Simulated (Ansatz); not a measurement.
A nudged elastic band was laid between two geometries of BH4OSbTe (8 atoms, charge 0, multiplicity 1).

The calculation used RKS B3LYP-D4/def2-SVP in Ansatz.

* movable images: 7
* climbing image: yes
* spring: 20.0 eV/Å²
* optimiser: quadratic models (default)
* start path: IDPP
* force threshold: 0.05 eV/Å
* iteration limit: 60
* end points: relaxed

Initial state:

```xyz
8
Properties=species:S:1:pos:R:3
B -0.620 0.999 -0.262
Sb 0.834 -0.550 -0.998
O 2.275 -0.137 0.343
Te -1.233 -0.955 1.012
H -1.533 1.263 -1.002
H -0.188 1.787 0.539
H 2.883 -0.887 0.406
H -2.326 -1.577 -0.095
```

Final state:

```xyz
8
Properties=species:S:1:pos:R:3
B -0.503 0.839 -0.235
Sb 0.834 -0.761 -1.098
O 2.393 -0.508 0.136
Te -1.188 -1.126 0.979
H -1.435 1.227 -0.891
H 0.021 1.554 0.588
H 2.307 0.342 0.595
H -2.337 -1.624 -0.130
```

(1) Which bonds break or form, and what moves?

(2) Give the energies along the band, and the barrier.

(3) What is the geometry of the highest image?

## Answers

(1) No bond is made or broken. The dihedral Te4–Sb2–O3–H7 goes from 107 to -70°.

(2) The run converged. The highest image is number 4 of 0 to 8, 4.6 kcal/mol above the first end and 5.5 kcal/mol above the last; the last end lies 0.9 kcal/mol below the first. Another band between the same ends (7 images) ends at a top of the same energy, where a vibrational analysis finds 1 clearly imaginary mode.

```tsv
image	path coordinate (Å)	energy (kcal/mol)	dihedral Te4–Sb2–O3–H7 (°)
0	0.00	0.0	107
1	0.25	0.4	92
2	0.50	1.8	70
3	0.76	3.7	46
4	1.01	4.6	20
5	1.32	3.2	-13
6	1.64	1.0	-41
7	1.95	-0.5	-60
8	2.27	-0.9	-70
```

(3) 
```xyz
8
Properties=species:S:1:pos:R:3:forces:R:3
B -0.578 1.021 -0.215 -0.04 0.02 0.00
Sb 0.755 -0.502 -1.195 0.01 -0.03 -0.03
O 2.443 -0.261 -0.120 0.01 -0.01 0.04
Te -1.073 -1.049 0.982 0.03 0.00 -0.01
H -1.578 1.334 -0.811 0.00 0.01 0.00
H -0.089 1.731 0.626 0.01 0.00 0.02
H 2.405 -0.652 0.764 0.00 0.01 -0.03
H -2.194 -1.680 -0.087 -0.01 -0.01 0.01
```

Run time: 2.6 min on 2 threads of Intel(R) Xeon(R) Platinum 8488C (Sapphire Rapids), with other jobs on the host, peak memory 0.27 GiB.
